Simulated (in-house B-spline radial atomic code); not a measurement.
## Ionising Os XXVII (Os26+) with different functionals

Computed with an all-electron radial atomic-structure program (B-spline basis): scalar-relativistic (spin-free X2C) Hamiltonian, Fermi nucleus of rms radius 5.4126 fm, spin-polarised at highest spin, spherical fractional occupations for the functionals, the average over the highest-spin determinants for Hartree-Fock. The ionisation energy is the difference of two self-consistent energies, [Kr] 4d10 4f4 → [Kr] 4d10 4f3, without Breit or QED terms; ε is the level of the shell that loses the electron (its least bound occupied spin orbital). There is no spin-orbit coupling in this Hamiltonian.

Hybrids are left out here: with spherical fractional occupations of an open shell their exact exchange keeps a self-interaction that integer-occupation calculations don't have.

| method | rung | ΔSCF (eV) | -ε(4f) (eV) |
| --- | --- | --- | --- |
| Hartree-Fock | Hartree-Fock | 843.59 | 846.01 |
| BLYP | GGA | 844.45 | 819.39 |
| TPSS | meta-GGA | 844.25 | 819.24 |
| r2SCAN | meta-GGA | 844.76 | 819.94 |

Q: How do they compare with the NIST value?

A: NIST lists 870 eV ± 40 (tabulated theory, ground level to ground level). Errors run from -26.41 to -25.24 eV; all lie within about twice that uncertainty, so the table can't rank the methods. Hartree-Fock also lacks correlation.
